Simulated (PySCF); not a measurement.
C5H11N2Si (doublet state).
Geometry (GFN2-xTB, Å), atoms numbered from 1 in this order:
```
atom  x, y, z in Å
C1    -3.237   -0.049   -0.950
C2    -1.945    0.223   -0.834
C3    -0.927   -0.701   -0.222
C4    -0.640   -0.134    1.125
N5     0.544    0.566    1.157
Si6    1.420    0.489   -0.340
C7     3.200   -0.119   -0.176
N8     0.341   -0.710   -0.923
H9    -3.637   -1.011   -0.675
H10   -3.944    0.677   -1.316
H11   -1.548    1.191   -1.108
H12   -1.335   -1.720   -0.165
H13   -1.423    0.092    1.824
H14    0.734    1.123    1.970
H15    1.396    1.810   -1.003
H16    3.789    0.587    0.400
H17    3.267   -1.088    0.307
H18    3.661   -0.200   -1.154
H19    0.275   -1.016   -1.879
```

The hyperfine couplings belong to this conformer and change with its torsions.

Identity: `C=C[C@@H]1[CH]N[Si@@H](C)N1` [radical].

The calculation used UKS B3LYP, pcH-1 on C H N Si, non-relativistic, mean-field spin-orbit, GIAO (PySCF 2.14.0). Isolated species at its GFN2-xTB geometry (one conformer only). Couplings are sensitive to structure, and on GFN2-xTB geometries they can be far from those on DFT ones. The SCF solution wasn't tested for stability.

(1) Match the computed a_iso(14N) values +8.1, -0.6 MHz with the sites N5; N8.

Results:

(1) 
| site | a_iso (MHz) | ρ(0) (bohr⁻³) | position | distance from C4 (Å) | spin population | largest \|T\| (MHz) |
| --- | --- | --- | --- | --- | --- | --- |
| N5 | +8.1 | +0.0250 | 1 bond from C4 | 1.38 | +0.17 | 22.6 |
| N8 | -0.6 | -0.0020 | 2 bonds from C4 | 2.34 | 0.00 | 0.5 |

ρ(0) is the spin density at the nucleus and T the dipolar tensor; a_iso includes a spin–orbit part; entries for several nuclei are means. The Mulliken spin populations are largest on C4 (+0.80), N5 (+0.17) and C1 (+0.09). The angles at C4 add up to 354.6°, so it is nearly planar; its axial dipolar tensor and the negative coupling of its proton fit spin in a p orbital normal to that plane.

The spin density at the nucleus, in bohr⁻³, is negative for C3 (-0.0185), Si6 (-0.0080) and H13 (-0.0077), for instance. A restricted open-shell determinant has no negative spin density anywhere; here it arises because α and β orbitals differ (spin polarisation).

Class means assume fast exchange of nuclei equivalent by connectivity; if that motion is slow, each nucleus keeps its own coupling.
